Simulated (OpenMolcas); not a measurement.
## O4+: effect of the active space

```
Program             : OpenMolcas
Method              : MS-CASPT2 or its RAS form, IPEA 0.25 Eh, imaginary shift 0.1 Eh
Basis               : ANO-RCC-VTZP
Scalar Hamiltonian  : DKH2, point nucleus
Spin-orbit coupling : state interaction with AMFI integrals over the reference wave functions, term energies averaged over their components
```

A. 2 electrons in 4 orbitals (2s 2p); 2S+1 = 3 even, 3 roots; 2S+1 = 1 even, 7 roots; 2S+1 = 3 odd, 3 roots; 2S+1 = 1 odd, 3 roots; closed shells correlated: 1s; CASPT2 step roughly 1.6 core-seconds
B. 2 electrons in 8 orbitals (2s 2p 3s 3p); 2S+1 = 3 even, 3 roots; 2S+1 = 1 even, 7 roots; 2S+1 = 3 odd, 3 roots; 2S+1 = 1 odd, 3 roots; closed shells correlated: 1s; CASPT2 step roughly 2.4 core-seconds
C. 2 electrons in 9 orbitals (RAS2 2s 2p; RAS3 3d, at most 2 electrons); 2S+1 = 3 even, 3 roots; 2S+1 = 1 even, 7 roots; 2S+1 = 3 odd, 3 roots; 2S+1 = 1 odd, 3 roots; closed shells correlated: 1s; CASPT2 step roughly 5 core-seconds

Energies in cm-1 above 2s2 1S0, the measured ground level; measured values from Moore, Selected Tables of Atomic Spectra, NSRDS-NBS 3, section 9.

| Level | A | B | C | Measured |
| --- | --- | --- | --- | --- |
| 2s2 1S0 | 0.0 | 0.0 | 0.0 | 0.0 |
| 2s 2p 3P* 0 | 82052 | 82070 | 81948 | 81942 |
| 2s 2p 3P* 1 | 82199 | 82218 | 82095 | 82079 |
| 2s 2p 3P* 2 | 82496 | 82514 | 82391 | 82385 |
| 2s 2p 1P* 1 | 161823 | 161764 | 160742 | 158798 |
| 2p2 3P0 | 214280 | 214298 | 214202 | 213462 |
| 2p2 3P1 | 214427 | 214445 | 214349 | 213618 |
| 2p2 3P2 | 214716 | 214733 | 214638 | 213887 |
| 2p2 1D2 | 234064 | 234016 | 233295 | 231721 |
| 2p2 1S0 | 291847 | 291588 | 291703 | 287910 |

Deviations, from unrounded energies. A percentage is the sum of absolute deviations over the sum of measured energies, with the sign that they share, or ± where signs differ.

```json
{"Against measurement": "mean absolute deviation (cm-1)", "Levels": "9", "A": "1300", "B": "1300", "C": "1100"}
{"Against measurement": "other configurations (%)", "Levels": "9", "A": "+0.8", "B": "+0.8", "C": "+0.6"}
```

C lies closest to measurement on these levels and A furthest from it. The largest miss of C in the table is 2p2 1S0, by +3800 cm-1. The ranking rests on the paired levels alone, and a cruder setting can come out closer through cancelling errors.

Among A to C the level of the table that moves most is 2s 2p 1P* 1, by 1100 cm-1 (lowest in C, highest in A).

Active for correlation alone: 3p 3s; no level in the range computed is led by a configuration that fills them, so any true level of that kind is missing (holds for B). Active for correlation alone: 3d; no level in the range computed is led by a configuration that fills it, so any true level of that kind is missing (holds for C). Computed and measured levels are paired by configuration, term and J; levels that our copy of the source lacks, or whose pairing is in doubt (as where it misses far off the trend of its configuration), stay unpaired and out of the deviations. Only configurations of the active space appear.

* marks odd parity.
